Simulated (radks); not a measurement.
Ionisation of neutral titanium, [Ar] 3d2 4s2, to [Ar] 3d2 4s1 as the strength of local exchange is varied. All-electron calculation, non-relativistic Kohn-Sham, Slater X-alpha exchange (alpha = 2/3 is LDA exchange), no correlation, spin-unpolarised, spherical densities, point nucleus. Program: a radial shooting solver on a logarithmic mesh with Libxc functionals.

\begin{tabular}{lrrrrr}
alpha & E(Ti) (hartree) & exchange (hartree) & IE (eV) & -e of the level emptied (eV) & <r> of it (bohr) \\ \hline
0.588 & -841.02570 & -33.34596 & 6.145 & 3.316 (4s) & 3.670 \\
0.6 & -841.70648 & -34.05208 & 6.206 & 3.370 (4s) & 3.658 \\
0.646 & -844.32090 & -36.76814 & 6.444 & 3.581 (4s) & 3.614 \\
0.667 & -845.51693 & -38.01296 & 6.554 & 3.680 (4s) & 3.594 \\
0.749 & -850.20205 & -42.90281 & 6.997 & 4.079 (4s) & 3.517 \\
0.777 & -851.80727 & -44.58311 & 7.153 & 4.221 (4s) & 3.491 \\
0.849 & -855.94761 & -48.92857 & 7.561 & 4.595 (4s) & 3.426 \\
1.04 & -867.01868 & -60.62741 & 8.704 & 5.661 (4s) & 3.264 \\
\end{tabular}

NIST Atomic Spectra Database: 6.828 eV (measured). The Delta-SCF value meets it near alpha = 0.72. Spin polarisation and multiplet splitting are left out, so open shells lie too high by an amount that depends on their filling.

Beside tabulated values, note that spin-unpolarised runs miss the spin-polarisation part of the exchange energy of open shells.
